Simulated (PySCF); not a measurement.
Molecule: chloro(trimethyl)germane, C$_{3}$H$_{9}$ClGe (charge 0, singlet). SMILES: [CH3][Ge]([Cl])([CH3])[CH3]
Geometry from a B3LYP-D3(BJ)/def2-TZVP (Ansatz) optimisation:
```
Ge
C 1 1.9567
H 2 1.0892 1 110.05
H 2 1.0892 3 108.87 1 -120.69
H 2 1.0912 3 108.95 4 -118.70
C 1 1.9567 2 112.65 3 -175.60
H 6 1.0892 1 110.05 2 175.60
H 6 1.0892 7 108.87 1 120.69
H 6 1.0912 7 108.95 8 118.70
C 1 1.9567 2 112.65 3 55.62
H 10 1.0892 1 110.05 2 -55.62
H 10 1.0892 11 108.87 1 120.69
H 10 1.0912 11 108.95 12 118.70
Cl 1 2.2019 2 106.07 3 -59.99
```
Charge 0, spin multiplicity 1.

Dispersion corrections to the total energy (kcal/mol) from the dftd3 and dftd4 libraries through PySCF: D3(BJ) without and D4 with the three-body term, each with the damping fitted for the functional named.

| functional | D3(BJ) | D4 |
|---|---|---|
| B2GP-PLYP | -6.03 | -3.19 |
| LC-wPBE | [?] | -8.16 |
| BHLYP | [?] | -9.33 |
| TPSSh | -8.98 | [?] |
| BP86 | -12.72 | -10.09 |
| PW6B95 | -4.36 | -6.06 |
| TPSS | -9.60 | -9.80 |

**Question.** What belongs in the gaps?

**Answer.** 
- LC-wPBE, D3(BJ): -7.54
- BHLYP, D3(BJ): -10.85
- TPSSh, D4: -8.95
